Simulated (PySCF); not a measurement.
# Molecular orbitals of KLi

PBE0 at R = 3.388 Å; basis K x2c-TZVPall, Li x2c-TZVPall; spin-free X2C with a Gaussian nucleus; PySCF 2.14. State: ³Π (triplet), unpaired electrons σ ↑, π ↑, a second solution, started from another occupation. Only the outer orbitals are listed, counted within each symmetry.

```csv
spin,orbital,occ.,ε (eV),on K (%),main shells (%)
α,4σ,1,-55.22,0,100 Li s
α,5σ,1,-39.02,100,100 K s
α,2π,1,-21.13,100,100 K p
α,6σ,1,-21.12,100,100 K p
α,2π,1,-21.08,100,100 K p
α,7σ,1,-3.91,43,"52 Li s, 36 K s"
α,3π,1,-1.90,44,"56 Li p, 37 K p"
α,8σ,0,-1.42,66,"59 K s, 32 Li s"
α,3π,0,-0.55,52,"48 Li p, 46 K p"
α,9σ,0,-0.18,46,"42 Li p, 28 K p, 18 K s"
β,4σ,1,-55.01,0,100 Li s
β,5σ,1,-38.94,100,100 K s
β,2π,1,-21.09,100,100 K p
β,6σ,1,-21.05,100,100 K p
β,2π,1,-20.98,100,100 K p
β,7σ,0,-1.30,98,97 K s
β,8σ,0,0.02,48,"51 Li s, 42 K p"
β,3π,0,0.77,92,"92 K p, 8 Li p"
```

Q: Which are the highest filled and the lowest empty level, where do they sit, and how wide is the gap?

A: Highest filled α 3π at -1.90 eV (in %: 56 Li p, 37 K p); lowest empty α 8σ at -1.42 eV (in %: 59 K s, 32 Li s); the gap at PBE0 is 0.48 eV.

```
bond order (Mayer)                              : 0.98
⟨S²⟩                                            : 2.000
charge on K (Mulliken, basis-dependent)         : 0.12
charge on K (Löwdin, basis-dependent)           : 0.07
dipole moment (positive dipole means K(−)Li(+)) : -4.24 D
```
